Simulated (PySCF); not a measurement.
## [Ce(NH2)3(H2O)]+ at several levels of theory

Computed with PySCF 2.14.0 (density fitting, no spin-orbit coupling) at the geometry relaxed with PBE0:

```xyz
13
[Ce(NH2)3(H2O)]+ (singlet)
Ce    0.1894   -0.1894    0.2490
N     1.2296    1.3420    1.3153
H     2.1036    1.7942    1.0374
H     0.9542    1.7491    2.2124
N    -1.3420   -1.2296    1.3153
H    -1.7491   -0.9542    2.2124
H    -1.7942   -2.1036    1.0374
N     1.2523   -1.2523   -1.2748
H     0.9893   -2.1515   -1.6857
H     2.1515   -0.9893   -1.6857
O    -1.1387    1.1387   -1.3336
H    -1.8095    1.8095   -1.1417
H    -1.0761    1.0761   -2.2974
```

| level | basis | state | HOMO (eV) | gap (eV) | charge on Ce1 (e) | population of f-type functions on Ce1 (polarisation alone where 4f lies in the core) | dipole about the centre of mass (D) | largest force component (eV/Å) |
| --- | --- | --- | --- | --- | --- | --- | --- | --- |
| PBE0 | Ce lcecp-2-SVP with ECP46, N def2-SVP, H def2-SVP, O def2-SVP | singlet | – | – | 1.33 | 0.13 | 3.79 | 0.01 |
| revPBE | the same | singlet | – | – | 1.14 | 0.13 | 3.70 | 0.49 |
| wB97X | the same | singlet | – | – | 1.36 | 0.14 | 3.89 | 0.03 |

In the lcecp rows the 4f levels are missing from HOMO and gap, and the state counts the valence alone.

Charges are Mulliken's, which hang on the basis. The relaxation used the grid (50, 194), these runs (75, 302) or, all-electron (x2c bases, spin-free X2C Hamiltonian), (99, 590).

What does PBE0 with Ce lcecp-2-TZVP with ECP46, N def2-TZVP, H def2-TZVP, O def2-TZVP give here?

state singlet, charge on Ce1 (e) 1.78, population of f-type functions on Ce1 (polarisation alone where 4f lies in the core) 0.15, dipole about the centre of mass (D) 3.80, largest force component (eV/Å) 0.36. Time: 31 s on 2 threads of Arm Neoverse V1, on a shared host, from free ions and atoms.
